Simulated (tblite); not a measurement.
Species: C4H5N3O2.
Atom-mapped SMILES: `[CH3:1][O:2][c:3]1[n:4][cH:5][n:6][n:7]1[CH:8]=[O:9]` (hydrogens: H10, H11, H12 on C1; H13 on C5; H14 on C8)

Computed with GFN2-xTB (tblite), gas phase: nudged elastic band of 9 images (0 to 8), spring 0.2 eV/Å², climbing image at the end, force threshold 0.05 eV/Å. No saddle search or frequency run followed, so the top image need not be a first-order saddle, and its height can exceed the method's true barrier by a kcal/mol or more.

Path: rotation about C3–O2 (aromatic carbon bearing oxygen, aryl ether oxygen), followed by the dihedral N7–C3–O2–C1, from 180° to 0°. Start geometry (image 0):
```
atom  x, y, z in Å
C1     -2.125   -1.056   -0.017
O2     -1.290    0.091   -0.094
C3     -0.008   -0.144    0.014
N4      0.603   -1.285    0.179
C5      1.919   -0.940    0.223
N6      2.152    0.329    0.096
N7      0.917    0.887   -0.043
C8      0.744    2.248   -0.205
O9     -0.310    2.791   -0.331
H10    -1.994   -1.559    0.943
H11    -3.143   -0.689   -0.122
H12    -1.884   -1.757   -0.819
H13     2.694   -1.666    0.352
H14     1.726    2.747   -0.198
```

The first guess turns that dihedral rigidly in even steps and adds one set of random displacements (0.04 Å standard deviation a coordinate) to every inner image. Energies of the images above image 0 (eV) in the early part of the optimisation:

```json
{"iteration": "0", "1": "0.900", "2": "1.019", "3": "1.111", "4": "1.132", "5": "1.176", "6": "2.224", "7": "5.001", "8": "0.250"}
{"iteration": "10", "1": "0.089", "2": "0.219", "3": "0.339", "4": "0.372", "5": "0.368", "6": "0.706", "7": "1.057", "8": "0.250"}
{"iteration": "20", "1": "0.069", "2": "0.196", "3": "0.321", "4": "0.356", "5": "0.340", "6": "0.501", "7": "0.674", "8": "0.250"}
{"iteration": "30", "1": "0.046", "2": "0.161", "3": "0.299", "4": "0.348", "5": "0.309", "6": "0.289", "7": "0.335", "8": "0.250"}
{"iteration": "40", "1": "0.043", "2": "0.158", "3": "0.296", "4": "0.346", "5": "0.306", "6": "0.281", "7": "0.317", "8": "0.250"}
{"iteration": "50", "1": "0.038", "2": "0.150", "3": "0.291", "4": "0.344", "5": "0.299", "6": "0.266", "7": "0.278", "8": "0.250"}
```

**Question.** Where does the band end, and how far was the first guess from it?

**Answer.** Final energies, images 1 to 8: 0.030, 0.134, 0.280, 0.340, 0.288, 0.250, 0.244, 0.250 eV. The highest point drops from 5.00 eV (image 7) to 0.340 eV (image 4), by 4.66 eV. Image 6 ends within 0.002 eV of the nearer end point. Image 4 moved by 0.06 Å rms, its dihedral from -88° to -89°. The end images are fixed. The true force on the top image ends at 0.028 eV/Å, and the largest on any image at 0.10 eV/Å; away from the top, the method drives only the force across the path to zero. The last saved iteration is 70.

What follows is the cost of the whole band run. On an AMD EPYC 9R45 with one thread (shared host), this took 2.1 s and 0.18 GiB of memory at its peak.
